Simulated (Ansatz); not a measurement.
Reaction (ligand exchange at the Si–O bond): `CO[Si]Br` + H₂S → `S[Si]Br` + CH₃OH

Isolated molecules relaxed with PBE0-D4/def2-TZVP in Ansatz; ΔE leaves out vibrations. CBS: MP2 limit from def2 TZ/QZ plus the TZ coupled-cluster correction, frozen cores. This one scheme is used for every species. DFT in def2-TZVPP. B3LYP here is the variant with VWN-RPA as its local correlation; programs differ in this. For Br outer-core shells are correlated without core-valence functions, which leaves a few kJ/mol of doubt a bond. Scalar relativity is left out up to krypton. One conformer a species, not always the lowest.

Question: Is it downhill or uphill in electronic energy at CCSD(T)/CBS, and by how much? (Best estimate.)

Answer: Ansatz gave: Uphill: ΔE = +0.48 eV.

Question: What do these levels give: LDA (SPW92), r2SCAN-D4, B97M-V, PBE0-D4, PBE, B3LYP, RPA@PBE/def2-TZVPP, HF/def2-SVP, MP2/def2-TZVPP, SCS-MP2/def2-TZVPP, CCSD/def2-TZVPP, HF/def2-QZVPP? (Estimate.)

Answer: Ansatz gave: LDA (SPW92) 0.45, r2SCAN-D4 0.45, B97M-V 0.48, PBE0-D4 0.38, PBE 0.36, B3LYP 0.51, RPA@PBE/def2-TZVPP 0.52, HF/def2-SVP 0.54, MP2/def2-TZVPP 0.50, SCS-MP2/def2-TZVPP 0.54, CCSD/def2-TZVPP 0.54, HF/def2-QZVPP 0.60 eV.

Question: What do rigid-rotor, harmonic-oscillator terms from PBE0-D4/def2-TZVP frequencies (298.15 K, 1 bar) make of the CCSD(T)/CBS value? (Best estimate.)

Answer: Computed: ΔZPE = +0.10 eV, ΔH = +0.55 eV, ΔS = 4 J/(mol·K), ΔG = +0.54 eV.

Largest T1 diagnostic among the species: 0.012.

From BLYP to BHLYP (50 % exact exchange), in def2-TZVPP and without D4, ΔE moves by +0.05 eV. In def2-TZVPP, CCSD(T) changes the Hartree–Fock value by −0.07 eV (the triples alone add −0.02 eV) and MP2 by −0.09 eV.
